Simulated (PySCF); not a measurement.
**Cs⁵²⁺: ionisation energy**

Cs⁵²⁺ [He] 2s1 (2S) → Cs⁵³⁺ 1s2 (1S), as a difference of total energies. All numbers are calculated (PySCF 2.14, the spin-free X2C one-electron Hamiltonian (Gaussian nucleus), in an even-tempered Gaussian basis (19 s from 28 bohr⁻², ratio 2.2; 8 p from 42 bohr⁻², ratio 2.4; 5 d from 130 bohr⁻², ratio 2.4; 5 f from 190 bohr⁻², ratio 2.4; 4 g from 280 bohr⁻², ratio 2.4)). Correlated levels: nothing frozen; virtual orbitals above 40 to 60 times the deepest correlated orbital energy dropped. The calculations carry no spin-orbit coupling.

```tsv
method	ionisation energy (eV)	difference from reference (eV)
UHF	10218.1	+9.3
LDA	10210.0	+1.2
PBE	10223.2	+14.4
PBE0	10222.0	+13.2
r2SCAN	10215.0	+6.2
BP86	10223.0	+14.2
TPSS	10222.1	+13.3
MP2 (all electrons)	10218.3	+9.5
SCS-MP2 (all electrons)	10218.3	+9.5
```

Reference: 10208.78 ± 0.05 eV (theoretical estimate listed by NIST; NIST Atomic Spectra Database, ionization energies).

For this ion Breit and QED terms and the two-electron picture change, all absent here, outweigh the differences among the correlated methods.
